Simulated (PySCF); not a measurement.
4-methylpyridine, C6H7N.
InChI=1S/C6H7N/c1-6-2-4-7-5-3-6/h2-5H,1H3

The closed-shell ground state was solved at several levels (PySCF, density fitting, gas phase, non-relativistic). Isolated species at its PBE0-D3(BJ)/def2-TZVP geometry, gas phase.

```json
{"level": "B97-2/pcSseg-2", "basis functions": "350", "HOMO (eV)": "-7.07", "LUMO (eV)": "-0.75", "gap (eV)": "6.32", "dipole (D)": "2.77"}
{"level": "PBE0/pcSseg-2", "basis functions": "350", "HOMO (eV)": "-7.35", "LUMO (eV)": "-0.71", "gap (eV)": "6.64", "dipole (D)": "2.79"}
{"level": "KT3/pcSseg-2", "basis functions": "350", "HOMO (eV)": "-6.01", "LUMO (eV)": "-1.58", "gap (eV)": "4.43", "dipole (D)": "2.65"}
```

**Question.** Estimate the row for wB97X-D/pcSseg-2, a basis of 350 functions; the other rows only guide the guess.

**Answer.** HOMO -9.26 eV, LUMO 1.05 eV, gap 10.31 eV, dipole 2.82 D.

**Question.** Over all these levels, which gives the widest orbital gap and which the narrowest?

**Answer.** wB97X-D/pcSseg-2 (range-separated hybrid) has the widest, 10.31 eV, and KT3/pcSseg-2 (GGA) the narrowest, 4.43 eV. From the narrowest to the widest the HOMO moves by -3.25 eV and the LUMO by +2.63 eV.

**Question.** In the pcSseg-2 basis, how does the gap go with the fixed share of exact exchange?

**Answer.** KT3 (0 %) 4.43 eV; B97-2 (21 %) 6.32 eV; PBE0 (25 %) 6.64 eV. Each rise in the share widens the gap here.

**Question.** How far do the dipole and the HOMO energy spread over the levels?

**Answer.** The dipole runs from 2.65 to 2.82 D (mean 2.76 D) and the HOMO from -9.26 to -6.01 eV.
